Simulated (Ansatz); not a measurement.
```yaml
crystal:
  periodic: [false, false, false]
  atoms:
    - {symbol: C, position_ang: [-1.077371, 2.873444, -0.114234]}
    - {symbol: N, position_ang: [-0.714657, 1.555181, -0.497132]}
    - {symbol: W, position_ang: [-0.959595, -0.177976, -0.618494]}
    - {symbol: O, position_ang: [-2.410115, -0.680449, 0.154732]}
    - {symbol: O, position_ang: [-1.000064, -0.710960, -2.452794]}
    - {symbol: N, position_ang: [0.555247, -0.979765, 0.294070]}
    - {symbol: C, position_ang: [1.779335, -0.347176, 0.725318]}
    - {symbol: C, position_ang: [0.457077, -2.364289, 0.711348]}
    - {symbol: H, position_ang: [-0.308604, 3.300503, 0.539287]}
    - {symbol: H, position_ang: [-1.154020, 3.521713, -0.993722]}
    - {symbol: H, position_ang: [-2.033486, 2.899480, 0.420041]}
    - {symbol: H, position_ang: [-0.755070, -0.126536, -3.171094]}
    - {symbol: H, position_ang: [2.651679, -0.853438, 0.292172]}
    - {symbol: H, position_ang: [1.877602, -0.392136, 1.818389]}
    - {symbol: H, position_ang: [1.797141, 0.696269, 0.415817]}
    - {symbol: H, position_ang: [-0.494298, -2.803325, 0.403306]}
    - {symbol: H, position_ang: [0.525280, -2.448592, 1.803569]}
    - {symbol: H, position_ang: [1.263920, -2.961948, 0.269400]}
basis:
  gaussian: {orbitals: def2-SVPD, fitting: {mean_field: cc-pVTZ-jkfit}}
hamiltonian: {xc: {name: RPBE}, pseudopotentials: {relativity: scalar}}
scf: {lower_state_search: off}
```

```sh
$ ansatz run in.yaml --threads 4 --pin off --events-out ev --progress --plain --max-ram 66560MiB --backend cpu
```

(1) How does Ansatz answer? (Estimate.)

## Answers

(1) The calculation gave: The program refused the input.
```
Functional definition: RPBE
Error: <dir> the basis set cc-pVTZ-JKFIT has no functions for W
```
